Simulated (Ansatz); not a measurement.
```xyz
2

Mg   -0.0058   -0.0023   -0.7068
O     0.0083    0.0021    1.0434
```

Basis set: cc-pVDZ (spherical functions). Frozen core: 2 orbitals. Charge 0, multiplicity 1.

Computed with Ansatz (development build ahead of 0.2.0); each method stands on the lowest determinant of its kind that the runs found. Restricted open shells among the atoms or ions are ROHF, correlated in semicanonical orbitals with singles.

The atomization energy at this shape (free ground-state atoms in the same class of orbitals less the molecule, no zero-point energy) of singlet MgO:

| method | atomization energy |
| --- | --- |
| RHF-MP2 | 2.36 eV |

(1) What does RHF give?

Answers

(1) -1.49 eV. Caution: in another basis set an unrestricted determinant lies well below. Caution for RHF: the molecule lies well above its atoms at this level.
